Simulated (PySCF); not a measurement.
Numbering as in the mapped SMILES `[CH3:1][CH2:2][CH2:3]/[C:4]([SiH3:5])=[CH:6]\[SiH3:7]`. Hydrogens are named by the atom that carries them.

PySCF 2.14.0 with density-fitted response routines calculation with geometry from PBE0-D3(BJ)/def2-SVP and GIAO PBE0/pcSseg-1 shieldings; no solvent, one averaged value for each set of equivalent atoms, single conformer, non-relativistic.

δ = σ(ref) − σ, references computed at the same level: TMS for 13C (σref 184.41), 1H (σref 31.27), 29Si (σref 351.99).

| atoms | nucleus | count | δ (ppm) |
| --- | --- | --- | --- |
| C1 | 13C | 1 | ? |
| H(C1) | 1H | 3 | 0.88 |
| C6 | 13C | 1 | 144.4 |
| Si7 | 29Si | 1 | -86.4 |
| H(C3) | 1H | 2 | 2.39 |
| Si5 | 29Si | 1 | -63.6 |
| C3 | 13C | 1 | 43.4 |
| C2 | 13C | 1 | 23.8 |
| H(Si5) | 1H | 3 | ? |
| H(Si7) | 1H | 3 | ? |
| H(C2) | 1H | 2 | 1.52 |
| H(C6) | 1H | 1 | ? |
| C4 | 13C | 1 | 172.0 |

Question: Fill in the missing shifts.

Answer: 
- C1: 13.3 ppm, methyl carbon; a saturated carbon with 1 carbon neighbour and no heteroatom attached
- H(C6): 6.60 ppm, hydrogen on an alkene CH; a vinylic proton, deshielded by the sp2 carbon and the C=C anisotropy
- H(Si5): 4.18 ppm, hydrogen on a silicon bonded to C
- H(Si7): 4.16 ppm, hydrogen on a silicon bonded to C

Shifts are as computed. Against solution values, carbons near 30 ppm lie about +2 ppm off and those near 130 ppm about +5 ppm. Of 1309 compounds with measured shifts, 239 miss one by over three times the rms of a fit or turn the order of signals round; such compounds aren't used in these exercises.
